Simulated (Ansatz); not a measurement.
`[NH2][Ga]([F])[GeH3]`, one more setting.

```yaml
crystal:
  periodic: [false, false, false]
  atoms:
    - {symbol: N, position_ang: [0.548807, 1.933127, -0.617231]}
    - {symbol: Ga, position_ang: [0.714576, 0.162071, -0.312195]}
    - {symbol: F, position_ang: [2.302922, -0.426286, -0.809840]}
    - {symbol: Ge, position_ang: [-0.862881, -1.407380, 0.631595]}
    - {symbol: H, position_ang: [-0.272467, 2.473160, -0.408287]}
    - {symbol: H, position_ang: [1.286264, 2.486911, -1.019734]}
    - {symbol: H, position_ang: [-1.177334, -2.516450, -0.383270]}
    - {symbol: H, position_ang: [-0.276519, -2.052436, 1.896040]}
    - {symbol: H, position_ang: [-2.174970, -0.699017, 1.005821]}
basis:
  gaussian: {orbitals: x2c-TZVPPall}
magnetization: {spin_polarized: true, initial_magnetization: 2}
hamiltonian: {xc: {name: HF}}
correlation: {method: rpa}
```

```sh
$ ansatz run in.yaml --threads 4 --pin off --events-out ev --progress --plain --max-ram 10444MiB
```

Output, abridged:

```
Functional definition: HF
1418 factors; integrals over basis functions are off by at most 1.2e-3 eV
mean field evaluation 1: about -114176.5728 eV, gradient 3.4e1 eV
mean field evaluation 2: about -114176.5802 eV, gradient 3.4e1 eV
mean field evaluation 4: about -114181.9902 eV, gradient 3.3e0 eV
mean field evaluation 8: about -114182.2387 eV, gradient 2.5e-1 eV
mean field evaluation 16: about -114182.2408 eV, gradient 1.7e-2 eV
mean field evaluation 32: about -114183.4735 eV, gradient 5.0e-1 eV
mean field evaluation 128: about -114182.2411 eV, gradient 6.3e-2 eV
mean field evaluation 160: about -114182.2429 eV, gradient 1.7e-6 eV
mean field -114184.35849922 eV, -4196.1977779082 hartree, gradient 6.9e-6 eV, S^2 2.047925; 16 other end points of the search recorded, 0 dependent functions left out
20 core orbitals not correlated: weight in the atoms' cores, before any rotation towards them, 1.000 or more for the frozen orbitals, at most 0.000 for the correlated occupied ones
reference -114184.35849922 eV, -4196.1977779082 hartree; 23, 21 occupied and 185, 187 virtual orbitals, 1418 factors
Total energy: -114213.34555802 eV, -4197.2630326712 hartree
Relativity: scalar
```

Hardware: 4 threads of an Arm Neoverse V2 on a shared host. Wall time 51 s, peak host memory 0.88 GiB.
